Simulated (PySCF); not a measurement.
BaCl₂, SMILES [Cl][Ba][Cl].

Geometry: B3LYP-D3(BJ)/def2-TZVP. The isomer is the one that the SMILES or the coordinates give; other isomers of the formula were not compared. The def2 effective core potentials stand for the cores of Ba; spin–orbit coupling is left out.

Computed with TDDFT-M06-2X/def2-SVPD in PySCF.

Vertical excitations. Gas-phase values at a fixed geometry. State labels are in the subgroup C2v.

### Question
List the lowest excited states. (The exact figures need the calculation; the answer reports its results.)

### Answer

```tsv
state	symmetry	energy (eV)	λ (nm)	f	main pairs
S1	B2	4.97	249	0.001	HOMO→LUMO 93 %
S2	A1	5.15	241	0.006	HOMO−2→LUMO 95 %
S3	B1	5.19	239	0.029	HOMO−1→LUMO 94 %
S4	A2	5.30	234	0.000	HOMO−3→LUMO 93 %
S5	B2	5.36	231	0.016	HOMO−4→LUMO 91 %
S6	A1	5.69	218	0.010	HOMO−5→LUMO 90 %
S7	A2	5.85	212	0.000	HOMO→LUMO+1 81 %, HOMO→LUMO+4 14 %
S8	B2	5.86	212	0.000	HOMO→LUMO+2 88 %
S9	A1	6.04	205	0.002	HOMO−2→LUMO+2 73 %, HOMO−1→LUMO+1 16 %
S10	B1	6.07	204	0.000	HOMO−2→LUMO+1 66 %, HOMO−1→LUMO+2 18 %, HOMO−2→LUMO+4 11 %
T1	B2	4.95	251	0	HOMO→LUMO 92 %
T2	A1	5.14	241	0	HOMO−2→LUMO 96 %
T3	B1	5.22	237	0	HOMO−1→LUMO 95 %
T4	B2	5.36	231	0	HOMO−4→LUMO 89 %
```
Triplets are in the Tamm–Dancoff approximation, which puts them higher than full response would, so one can lie above its singlet here.
